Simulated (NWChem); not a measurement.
System: C$_{4}$H$_{2}$F$_{2}$O; SMILES C#CC(F)(F)C=O

Here is an NWChem input.

```
start job
memory heap 200 mb stack 900 mb global 1100 mb
geometry units angstroms noautosym nocenter noautoz
  C      1.142265    -2.205211    -0.013159
  C      0.420969    -1.236107     0.032185
  C     -0.381073    -0.009656     0.042873
  F     -0.755349     0.314827     1.286929
  F     -1.496796    -0.171448    -0.711034
  C      0.414328     1.156686    -0.579473
  O      0.858151     2.051628     0.070301
  H      1.772565    -3.076609    -0.043422
  H      0.524153     1.070063    -1.688669
end
basis spherical
  * library 6-31g*
end
dft
  xc b3lyp
  iterations 150
end
cosmo
  do_cosmo_smd true
  solvent dmf
end
task dft energy
```

NWChem printed, in part:

```
             Northwest Computational Chemistry Package (NWChem) 7.3.0
             --------------------------------------------------------

                             Geometry "geometry" -> ""
                             -------------------------

 Output coordinates in angstroms (scale by  1.889725989 to convert to a.u.)

  No.       Tag          Charge          X              Y              Z
 ---- ---------------- ---------- -------------- -------------- --------------
    1 C                    6.0000     1.14226500    -2.20521100    -0.01315900
    2 C                    6.0000     0.42096900    -1.23610700     0.03218500
    3 C                    6.0000    -0.38107300    -0.00965600     0.04287300
    4 F                    9.0000    -0.75534900     0.31482700     1.28692900
    5 F                    9.0000    -1.49679600    -0.17144800    -0.71103400
    6 C                    6.0000     0.41432800     1.15668600    -0.57947300
    7 O                    8.0000     0.85815100     2.05162800     0.07030100
    8 H                    1.0000     1.77256500    -3.07660900    -0.04342200
    9 H                    1.0000     0.52415300     1.07006300    -1.68866900

 Effective nuclear repulsion energy (a.u.)     281.0275059267

                                 NWChem DFT Module
                                 -----------------

 Summary of "ao basis" -> "ao basis" (spherical)
 ------------------------------------------------------------------------------
       Tag                 Description            Shells   Functions and Types
 ---------------- ------------------------------  ------  ---------------------
 C                           6-31g*                  6       14   3s2p1d
 F                           6-31g*                  6       14   3s2p1d
 O                           6-31g*                  6       14   3s2p1d
 H                           6-31g*                  2        2   2s

 in cosmo_initialize ...
 calling solv_data for solv:dmf

 solvent parameters
 solvname_short: dmf
 solvname_long:  N,N-dimethylformamide
 dielec:       37.2190
 dielecinf:     2.0463
 nonaqueous SMD model solvent descriptors
 dielec:       37.2190
 sola:          0.0000
 solb:          0.7400
 solc:          0.0000
 solg:         49.5600
 solh:          0.0000
 soln:          1.4305

[...]

                                COSMO-SMD solvation results
                                ---------------------------

             internal energy in gas <Psi(g)|H|Psi(g)> =      -428.411967455227
         internal energy in solvent <Psi(s)|H|Psi(s)> =      -428.410492068677
                               delta internal energy  =         0.001475386549 (    0.93 kcal/mol)
   total free energy in solvent <Psi(s)|H+V/2|Psi(s)> =      -428.421186575056
 polarization energy contribution <Psi(s)|V/2|Psi(s)> =        -0.010694506378 (   -6.71 kcal/mol)
    total free energy in solvent including G(SMD-CDS) =      -428.419026568059
                       G(SMD-CDS) energy contribution =         0.002160006997 (    1.36 kcal/mol)
     1 M fixed-concentration free energy of solvation =        -0.007059112832 (   -4.43 kcal/mol)

                       DFT Final Molecular Orbital Analysis
                       ------------------------------------

 Vector   24  Occ=2.000000D+00  E=-3.122353D-01
              MO Center=  6.7D-01, -1.1D+00, -2.6D-03, r^2= 2.9D+00
   Bfn.  Coefficient  Atom+Function         Bfn.  Coefficient  Atom+Function
  ----- ------------  ---------------      ----- ------------  ---------------
    17      0.320529  2 C  px                 3      0.262389  1 C  px
     4      0.220740  1 C  py                89     -0.196019  7 O  pz
    21      0.185590  2 C  px                18      0.184582  2 C  py
     7      0.169952  1 C  px                19     -0.152906  2 C  pz
     5     -0.140427  1 C  pz                93     -0.134810  7 O  pz

 Vector   25  Occ=2.000000D+00  E=-3.069176D-01
              MO Center=  6.9D-01, -1.6D+00,  2.0D-02, r^2= 1.6D+00
   Bfn.  Coefficient  Atom+Function         Bfn.  Coefficient  Atom+Function
  ----- ------------  ---------------      ----- ------------  ---------------
    19      0.390926  2 C  pz                 5      0.378854  1 C  pz
     9      0.233285  1 C  pz                23      0.211936  2 C  pz
    17      0.135285  2 C  px                 3      0.130017  1 C  px
    45     -0.092547  4 F  px                59      0.090454  5 F  px
    60     -0.082246  5 F  py                 7      0.081675  1 C  px

 Vector   26  Occ=2.000000D+00  E=-2.734055D-01
              MO Center=  5.8D-01,  1.0D+00, -2.0D-01, r^2= 3.2D+00
   Bfn.  Coefficient  Atom+Function         Bfn.  Coefficient  Atom+Function
  ----- ------------  ---------------      ----- ------------  ---------------
    89      0.407552  7 O  pz                93      0.296879  7 O  pz
    34     -0.293000  3 C  s                102      0.230979  9 H  s
    32     -0.216315  3 C  py                87     -0.211989  7 O  px
    88     -0.211533  7 O  py               101      0.162832  9 H  s
    92     -0.157255  7 O  py                91     -0.155712  7 O  px

 Vector   27  Occ=0.000000D+00  E=-5.673171D-02
              MO Center=  4.8D-01,  8.3D-01, -2.9D-01, r^2= 3.1D+00
   Bfn.  Coefficient  Atom+Function         Bfn.  Coefficient  Atom+Function
  ----- ------------  ---------------      ----- ------------  ---------------
    73      0.403510  6 C  px                77      0.389155  6 C  px
    87     -0.350429  7 O  px                91     -0.351728  7 O  px
    78     -0.222502  6 C  py                74     -0.205949  6 C  py
    88      0.191912  7 O  py                92      0.190517  7 O  py
     7     -0.189500  1 C  px                 3     -0.167076  1 C  px

[...]
```

Level: B3LYP/6-31G* (spherical d), SMD on the gas-phase geometry. The geometry was optimised at PBE0/def2-SVP. Solvent: N,N-dimethylformamide.
